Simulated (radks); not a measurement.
Ca11+, configuration [He] 2s2 2p5 (the NIST ground configuration). Method: non-relativistic Kohn-Sham, TPSS, spin-polarised, spherical densities, point nucleus; open shells are filled with parallel spins first; meta-GGA in the generalised Kohn-Sham scheme; computed with a radial shooting solver on a logarithmic mesh with Libxc functionals. Some entries of the table are withheld. Estimate them.

orbital  occ.  eigenvalue (eV)  r(max) (bohr)  <1/r> (bohr^-1)
1s up       1        -4270.604        0.05079            19.56
1s down     1        -4267.496        0.05078            19.57
2s up       1        -702.4817         0.2957              (1)
2s down     1        -697.0309         0.2963              (2)
2p up       3        -631.4899         0.2401            4.090
2p down     2        -625.2616         0.2408            4.077
3s up       0        -253.1619         0.8511            1.579
3s down     0        -252.0146         0.8537            1.574
3p up       0        -232.5098         0.8392            1.529
3p down     0        -231.2824         0.8427            1.524

Answer. 
(1) 2s up <1/r> (bohr^-1): 4.159
(2) 2s down <1/r> (bohr^-1): 4.143
